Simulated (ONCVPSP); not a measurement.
# N: excitation energies, all-electron against ONCV

ONCVPSP 4.0.1 input, shortened (lines: element, Z, core and valence counts, functional; n l f; lmax; l rc ep ncon nbas qcut; lloc lpopt rc5 dvloc0; l nproj debl; icmod fcfact rcfact), PBE, scalar-relativistic:

```
  N 7.00    1    2        4      upf
    1    0    2.00
    2    0    2.00
    2    1    3.00
    2
    0    0.80    0.00    3    6    9.80
    1    1.40    0.00    4    8    8.10
    2    1.50    0.08    5    8    6.00
    4    3    0.50    0.00
    0    1    2.20
    1    2    2.50
    2    2    1.80
    0    0.00    0.00
```

Energies are relative to the spin-unpolarised reference configuration 2s2 2p3; without spin polarisation the order of configurations can differ from experiment. Not all tests gave a result: 1 of 4 tests not solved or not reliable.

```tsv
valence configuration	charge	ΔE all-electron (eV)	error AE − PS (meV)
2s2 2p2	+1	13.591	+14
2s2 2p1	+2	42.445	+134
2s2 2p0	+3	89.527	+615
```

Note: no bound ghost flagged; GHOST(+) flagged for d at 128.9 eV.
